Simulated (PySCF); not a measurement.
**As²⁴⁺: ionisation energy**

As²⁴⁺ [He] 2s2 2p5 [2p1/2^2 2p3/2^3, M_J = 3/2] → As²⁵⁺ [He] 2s2 2p4 [2p1/2^2 2p3/2^2, M_J = 2], as a difference of total energies. Calculation: PySCF 2.14, in an uncontracted even-tempered set (18 s from 7.2 bohr⁻², ratio 2.4; 12 p from 9.4 bohr⁻², ratio 2.4; 5 d from 38 bohr⁻², ratio 2.6; 5 f from 58 bohr⁻², ratio 2.6); the two-component X2C-1e Hamiltonian. Correlated levels: nothing frozen; the 34 highest virtual spinors dropped. "Screened" scales the spin-orbit matrix elements by Boettger's factors to mimic the two-electron term; Breit and QED terms are absent.

| method | ionisation energy (eV) |
| --- | --- |
| GHF (spin-free) | 2492.1 |
| GMP2 (spin-free) | 2493.7 |
| GHF (screened spin-orbit) | 2483.2 |
| GMP2 (screened spin-orbit) | 2484.7 |

For this ion Breit and QED terms and the two-electron picture change, all absent here, outweigh the correlation shift from GHF to GMP2.

The spin-free rows relax to the high-spin LS determinant and lack the spin-orbit shift.

The labels give the starting determinants; with spin-orbit coupling the two ends relaxed to ⟨J²⟩ = 3.75, ⟨L²⟩ = 2.00, ⟨S²⟩ = 0.75 and ⟨J²⟩ = 6.00, ⟨L²⟩ = 2.75, ⟨S²⟩ = 1.63.

For comparison: 2486 ± 4 eV (semi-empirical (NIST evaluation); NIST Atomic Spectra Database, ionization energies).
